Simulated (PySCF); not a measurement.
Gas-phase reaction: GeH3Cl + GeHCl3 ⇌ 2 GeH2Cl2

Method: PySCF energies (xtb for GFN2) plus ideal-gas RRHO corrections (1 bar). † marks an energy on the PBE0/def2-TZVP geometry and frequencies; other levels use their own. MP2 and CCSD(T) freeze the core. 6-31G* has spherical d functions here. All species are closed-shell singlets. B3LYP is the form with VWN-RPA correlation. Ge: all electrons, no relativistic terms. MP2 isn't extrapolated to the basis-set limit; its ΔH°(298 K) is 0.8 kJ in def2-SVP and -0.8 kJ in def2-TZVPP. CCSD(T) isn't extrapolated to the basis-set limit; its ΔH°(298 K) is 0.5 kJ in def2-SVP and -1.4 kJ in def2-TZVPP. The harmonic model lacks anharmonicity and excited electronic states, which grow with temperature; levels with a mode under 35 cm⁻¹ are left out.

```csv
level,"ΔE electronic, kJ","ΔH°(298 K), kJ","ΔS°(298 K), J/K","ΔG°(1000 K), kJ"
B3LYP/def2-TZVP†,-4,-4,8,-12
CCSD(T)/def2-SVP†,0,0,8,-7
CCSD(T)/def2-TZVPP†,-2,-1,8,-9
GFN2-xTB,-10,-11,6,-18
HF/6-31G*,-9,-8,9,-16
MP2/def2-SVP†,0,1,8,-7
```
ΔH° is lowest at GFN2-xTB and highest at MP2/def2-SVP†. No reference value is set beside these.
